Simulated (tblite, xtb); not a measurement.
C6H18NSi, charge +1, singlet, geometry from GFN2-xTB. Base run: GFN1-xTB (xtb).

xtb was given this input:
```
$ xtb mol.xyz --gfn 1 --chrg 1 --json

# file mol.xyz
26

C     -2.44158447    -0.47259998    -0.84144908
C     -1.38377505     0.42128854    -0.20783463
C     -1.73863077     0.73716648     1.23735969
N     -0.03310401    -0.22980527    -0.36168150
Si     0.45371572    -1.41503465     1.02917220
C      1.01927492     0.72867460    -0.84438929
C      2.24028155    -0.02599562    -1.35083361
C      1.41401906     1.74508257     0.21320984
H     -2.51594642    -1.42669558    -0.32556153
H     -2.22926365    -0.65454190    -1.89371515
H     -3.41231782     0.01209833    -0.78351925
H     -1.34826911     1.36166465    -0.76867485
H     -0.96095528     1.30642068     1.73599187
H     -1.94130553    -0.16588165     1.80803622
H     -2.64395264     1.33976029     1.24706630
H     -0.15384152    -0.86414291    -1.15599135
H      0.78441183    -0.58117691     2.16992428
H      1.55508762    -2.16694785     0.44665064
H     -0.74176644    -2.23455858     1.16638405
H      0.57543820     1.26319539    -1.69410042
H      2.83759342    -0.41669568    -0.53146549
H      2.86826675     0.65667093    -1.91753761
H      1.96260827    -0.84267222    -2.01428777
H      2.15213112     2.41998132    -0.21254861
H      0.56953383     2.34730385     0.53387949
H      1.86474402     1.26364066     1.07645148
```

Programs used: tblite, xtb; a row that names a program was run with it.

Each row names what was changed in the base input (with any setting that the change needs).

| change | ΔE vs base (kJ/mol) | HOMO-LUMO gap (eV) | G_solv (kcal/mol) | SCF cycles |
|---|---|---|---|---|
| base | 0.00 | 6.43 | - | 9 |
| program = tblite; method = gfn1; option = (--etemp, 2000) | 0.00 | - | - | - |
| etemp = 5000 | -0.22 | 6.44 | - | 9 |
| acc = 0.1 | 0.00 | 6.43 | - | 11 |
| gbsa = methanol | -192.9 | 6.39 | -46.29 | 9 |
| alpb = cs2 | -166.0 | 6.44 | -41.36 | 10 |
| etemp = 3000 | 0.00 | 6.43 | - | 9 |
| alpb = benzene | -184.0 | 6.44 | -44.19 | 9 |
| acc = 30 | 0.00 | 6.43 | - | 7 |
| program = tblite; method = gfn1; option = --spin-polarized | 0.00 | - | - | - |
| program = tblite; method = gfn1; option = --grad | 0.00 | - | - | - |

ALPB and GBSA are two models with their own fitted parameters for each solvent, which aren't always the measured dielectric constant.
